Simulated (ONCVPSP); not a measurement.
# What one change does to a pseudopotential (Cd (Z = 48), ONCV)

* Element: Cd
* Generator: ONCVPSP 4.0.1
* Type: optimised norm-conserving Vanderbilt (ONCV)
* Functional: PBEsol
* Relativity: scalar-relativistic
* Frozen core: [Kr]
* Valence charge: 12
* Reference configuration: 4d10 5s1.5 (charge +0.5)
* Partial waves: 5s: rc 2.25 bohr, ncon 5, nbas 8, qcut 2.4 1/bohr, 1 projector; p scattering state at 0.18 Ha: rc 2.20 bohr, ncon 4, nbas 8, qcut 4.3 1/bohr, 1 projector; 4d: rc 1.10 bohr, ncon 4, nbas 7, qcut 9.2 1/bohr, 3 projectors, debl 3.2 Ha
* Local potential: polynomial inside 1.00 bohr (lpopt 5, dvloc0 -1 Ha)
* Core correction: none

In the p channel the program set the typed energies aside and used 0.050 Ha.

All-electron outer shells of the reference configuration (PBEsol, scalar-relativistic, ld1.x):

| shell | level (eV) | outermost node (bohr) | outermost maximum (bohr) |
| --- | --- | --- | --- |
| 4p | -71.15 | 0.43 | 0.84 |
| 4d | -15.96 | 0.42 | 0.98 |
| 5s | -9.27 | 1.06 | 2.29 |

Change: d: qcut 7.4.

Cutoffs: the cutoffs (Ha) at which the residual kinetic energy of the hardest occupied pseudo-wave falls to 1 and 0.1 mHa per electron; they do not see the model core or the augmentation charge, which bear on the density cutoff. Errors are all-electron minus pseudo energies relative to the spin-unpolarised reference configuration.

Task: How do hardness, ghosts and transferability respond?

Result: The potential gets harder (38 Ha and 58 Ha → 86 Ha and 135 Ha); the bound ghosts move from p, s to d, p, s; the errors of the 3 common tests hardly move.

```csv
quantity,base,changed
"cutoff, loose",38 Ha,86 Ha
"cutoff, tight",58 Ha,135 Ha
loose cutoff by channel,"s 10 Ha, d 38 Ha","s 10 Ha, d 86 Ha"
bound ghosts,"s, p","s, p, d"
GHOST(+) flags under 300 eV,s at 16.2 eV,s at 16.2 eV
tests with a reliable result,3 of 4,3 of 4
"error for 4d10 5s2, meV [ΔE -3.73 eV]",+1.0,+1.0
"error for 4d10 5s1, meV [ΔE 5.58 eV]",-0.6,-0.6
"error for 4d10 5s0, meV [ΔE 22.67 eV]",+1.7,+1.9
s: phases at 2.29 bohr within 0.05 rad from the reference energy up to (Ha; the scan ends near 5),0.3,0.3
p: phases at 2.23 bohr within 0.05 rad from the reference energy up to (Ha; the scan ends near 5),1.3,1.3
d: phases at 1.12 bohr within 0.05 rad from the reference energy up to (Ha; the scan ends near 5),to the end of the scan,to the end of the scan
```

 A true bound ghost makes a file unfit for plane-wave use even where its test errors are small: the radial tests pick states by their node count and pass the ghost by.
